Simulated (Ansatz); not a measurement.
Input for Ansatz (a first-principles code): U-SVWN5/def2-TZVPP on SbSe, 2S+1 = 4, a spin state set in the input, which need not be the lowest, a point of a bond scan (R = 2.593 Å). Elements past Kr take the def2 small-core potentials; no spin–orbit coupling.

Ansatz 0.2 input:
```yaml
crystal:
  periodic: [false, false, false]
  atoms:
    - {symbol: Se, position_ang: [0.00000000, 0.00000000, 0.00000000]}
    - {symbol: Sb, position_ang: [0.00000000, 0.00000000, 2.59264400]}
basis:
  gaussian:
    orbitals: def2-TZVPP
    pivot_positions_ang: [[0.00000000, 0.00000000, 0.00000000], [0.00000000, 0.00000000, 2.59264400]]
hamiltonian:
  xc: {name: SVWN5}
magnetization: {spin_polarized: true, initial_magnetization: 3}
output: {forces: true, orbitals: {seedname: ./end}}
```

Output:

```
WARN ansatz: RAYON_NUM_THREADS=1 ignored (pool sized by the plan → 1); use --threads N
Functional definition: SVWN5
integrals: 0.03 GiB planned
770 factors; their error is unknown
mean field: 0.28 GiB planned
mean field evaluation 1: about -71783.2386 eV, gradient 1.0e1 eV
mean field evaluation 2: about -71783.0226 eV, gradient 9.5e0 eV
mean field evaluation 4: about -71783.5224 eV, gradient 3.1e0 eV
mean field evaluation 8: about -71783.5415 eV, gradient 2.5e0 eV
mean field evaluation 16: about -71783.5504 eV, gradient 2.6e-5 eV
mean field evaluation 32: about -71782.4989 eV, gradient 2.8e-3 eV
mean field -71783.55044576 eV, -2637.9968222437 hartree, gradient 2.6e-5 eV, S^2 3.752266; 6 other end points of the search recorded, 0 dependent functions left out
the calculation of the forces begins
reference -71783.55047122 eV, -2637.9968231794 hartree; 30, 27 occupied and 68, 71 virtual orbitals, 770 factors
Total energy: -71783.55047122 eV, -2637.9968231794 hartree
Atom 0 at     0.000000     0.000000     0.000000 Å, force     0.000000    -0.000000     0.239740 eV/Å
Atom 1 at     0.000000     0.000000     2.592644 Å, force     0.000000     0.000000    -0.239740 eV/Å
Dipole moment:     0.000000    -0.000000     0.156729 e Å
```

The run converged.

Cost: roughly 5 core-seconds.
